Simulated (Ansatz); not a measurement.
`[SiH3][SiH2][SiH]1[CH2][AlH]1` + `O[SiH2][SiH3]` → `[SiH3]O[SiH2][SiH3]` + `[SiH3][SiH]1[CH2][AlH]1`  (cleavage of the Si–Si bond)

Calculated with Ansatz (gas phase, PBE0-D4/def2-TZVP geometries, no zero-point term in ΔE). CCSD(T)/CBS adds triple-zeta CCSD(T) − MP2 to the extrapolated MP2 energy (def2 sets, frozen cores). Each species was taken in one conformer, which may not be the lowest.

| species | CCSD(T)/CBS(def2) energy (Eh) |
| --- | --- |
| `[SiH3][SiH2][SiH]1[CH2][AlH]1` | -1152.65693 |
| `O[SiH2][SiH3]` | -656.96789 |
| `[SiH3]O[SiH2][SiH3]` | -947.28799 |
| `[SiH3][SiH]1[CH2][AlH]1` | -862.37337 |

Work out ΔE.

ΔE = (-947.28799) + (-862.37337) − (-1152.65693) − (-656.96789) = -0.03654 Eh = -22.9 kcal/mol.

Largest T1 diagnostic among the species: 0.014.

From PBE to PBE0 (25 % exact exchange), in def2-TZVPP and without D4, ΔE moves by −2.1 kcal/mol. In def2-TZVPP, CCSD(T) changes the Hartree–Fock value by +6.9 kcal/mol (the triples alone add +1.1 kcal/mol) and MP2 by +5.6 kcal/mol.
